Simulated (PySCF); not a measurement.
SMILES [O]=[Mo](=[O])([OH])[OH], singlet, PBE0/def2-SVP optimised geometry.

```
7

Mo    -0.61    -0.81     0.00
O     -1.06     0.81     0.00
O      1.06    -0.81     0.00
O     -1.26    -1.67    -1.51
H     -1.13    -1.50    -2.45
O     -1.27    -1.67     1.51
H     -1.15    -1.49     2.45
```

Density from PBE0/def2-TZVP, def2 effective core potentials past Kr run with PySCF 2.14.0 at that geometry. The core electrons that the potentials of Mo replace are not part of the density.

Minimum of the electron density along straight lines between bonded atoms, close to the bond critical point (lines longer than 1.1 times the sum of covalent radii, or with two minima, are not listed):

| bond | length / Å | ρ at the minimum / e bohr⁻³ | ∇²ρ there / e bohr⁻⁵ | position (fraction from the first atom) |
|---|---|---|---|---|
| O4–H5 | 0.963 | 0.350 | -2.42 | 0.81 |
| O6–H7 | 0.963 | 0.350 | -2.42 | 0.81 |
